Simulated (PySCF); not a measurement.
# Computed structure and properties of [Pm(HCN)]3+

System: [Pm(HCN)]3+ (singlet in the valence; each metal's 4f electrons, 4 of them, lie in its core potential, out of spins and levels); start: template (C∞v). Method: PySCF 2.14.0, RKS PBE0, Pm lcecp-1-SVP with ECP50, N def2-SVP, C def2-SVP, H def2-SVP; non-relativistic Hamiltonian with scalar-relativistic core potentials where named; density fitting; no spin-orbit coupling.

Input of the relaxation:

```python
mol = gto.M(atom='''
Pm     0.00000    -0.00000    -0.49781
N      0.00000     0.00000     2.07219
C      0.00000     0.00000     3.23219
H      0.00000     0.00000     4.30219''',
    basis={'Pm': 'lcecp-1-SVP', 'N': 'def2-SVP', 'C': 'def2-SVP', 'H': 'def2-SVP'},
    ecp={'Pm': 'lcecp-1-SVP'},
    charge=3, spin=0)
mf = dft.RKS(mol, xc='PBE0')
mf.grids.atom_grid = (50, 194)  # f atoms: unpruned, at least (60, 302)
mf = mf.density_fit()  # fitting sets: Pm AutoAux, N def2-universal-JKFIT, C def2-universal-JKFIT, H def2-universal-JKFIT
mf.conv_tol = 1e-08; mf.max_cycle = 55
mf.kernel(dm0)  # dm0: converged density of the start geometry
# quasi-Newton relaxation in Cartesian coordinates to a largest gradient under 0.00045 Eh/bohr, steps kept in the point group
```

Run from Python with OMP_NUM_THREADS=2; the lines above give its settings. Where DIIS fails, smearing, a level shift and second-order steps follow.
It took 52 s on 2 threads of Intel(R) Xeon(R) Processor @ 2.50GHz (Skylake/Cascade Lake) (shared host), from the converged density of the start.

Course of the relaxation:

```tsv
step	energy above end (eV)	largest force component within the symmetry (eV/Å)
0	0.3837	2.035
1	0.1611	1.588
2	0.0306	0.910
3	0.0036	0.277
4	0.0002	0.095
5	0.0000	0.020
6	0.0000	0.004
```

Relaxed geometry (C∞v):

```xyz
4

Pm    0.0000    0.0000   -0.2965
N     0.0000    0.0000    1.9865
C     0.0000    0.0000    3.1521
H     0.0000    0.0000    4.2667
```

```
     contact      Å
Pm1–N2 (HCN)  2.283
```

On the finer grid (75, 302):

```json
{"HOMO": "-26.73 eV", "LUMO": "-19.61 eV", "Dipole about the centre of mass": "4.13 D", "Set of Mulliken populations of Pm1 outside the core potential": "s 2.05, p 6.04, d 0.36, f 0.02", "D3(BJ) dispersion energy (not in the energies)": "-0.096 eV"}
```

```csv
atom,Mulliken (e),Löwdin (e),spin (e)
Pm1,2.53,2.39,0.00
N2,-0.21,-0.08,0.00
C3,0.36,0.52,0.00
H4,0.31,0.18,0.00
```

The 4f levels lie in the core potential and are missing. Their spin isn't counted.

On the grid (50, 194), as all that follows. Harmonic modes: a minimum; lowest 262 cm⁻¹ (negative: unstable), highest 3170 cm⁻¹, zero-point energy 0.494 eV.

Taking off one HCN (charge 0, singlet; the rest: singlet) in vacuum, both parts rigid, costs 5.40 eV; the small basis without counterpoise inflates it. Parting with an electron moved from the ligand to the metal can be far cheaper, even downhill.

Rigid scan of HCN along the line from its metal:

```tsv
distance to N2 (Å)	energy (eV)
1.98	0.860
2.08	0.331
2.18	0.072
2.28	0.000
2.38	0.055
2.48	0.194
2.68	0.610
```

One start shape was tried, so this needn't be the lowest isomer.

An lcecp potential fixes the number of 4f electrons, so in runs with it no electron can move into or out of that shell.
